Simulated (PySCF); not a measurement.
**Si⁺: ionisation energy**

Si⁺ [Ne] 3s2 3p1 (2P) → Si²⁺ [Ne] 3s2 (1S), as a difference of total energies. Calculation: PySCF 2.14, in x2c-QZVPPall with one added diffuse shell each of s, p, d, f type (10s7p5d3f1g, 86 functions); scalar relativity by spin-free X2C-1e. Correlated levels: valence: [Ne] frozen; valence and next inner shell: 1s2 frozen. The calculations carry no spin-orbit coupling.

```json
{"method": "UHF", "ionisation energy (eV)": "15.835", "error (eV)": "-0.487"}
{"method": "LDA", "ionisation energy (eV)": "16.359", "error (eV)": "+0.037"}
{"method": "PBE", "ionisation energy (eV)": "16.400", "error (eV)": "+0.078"}
{"method": "PBE0", "ionisation energy (eV)": "16.425", "error (eV)": "+0.103"}
{"method": "r2SCAN", "ionisation energy (eV)": "16.526", "error (eV)": "+0.204"}
{"method": "B97-3", "ionisation energy (eV)": "16.268", "error (eV)": "-0.054"}
{"method": "BP86", "ionisation energy (eV)": "16.485", "error (eV)": "+0.163"}
{"method": "M06-2X", "ionisation energy (eV)": "16.139", "error (eV)": "-0.183"}
{"method": "M06-L", "ionisation energy (eV)": "16.244", "error (eV)": "-0.078"}
{"method": "MP2 (valence)", "ionisation energy (eV)": "16.129", "error (eV)": "-0.193"}
{"method": "SCS-MP2 (valence)", "ionisation energy (eV)": "16.120", "error (eV)": "-0.202"}
{"method": "MP2 (valence and next inner shell)", "ionisation energy (eV)": "16.123", "error (eV)": "-0.199"}
{"method": "SCS-MP2 (valence and next inner shell)", "ionisation energy (eV)": "16.114", "error (eV)": "-0.208"}
```

Reference: 16.322 eV (measured; NIST levels, between the centres of gravity of the two terms).

Errors of the correlated levels include the incompleteness of this basis and the frozen core.
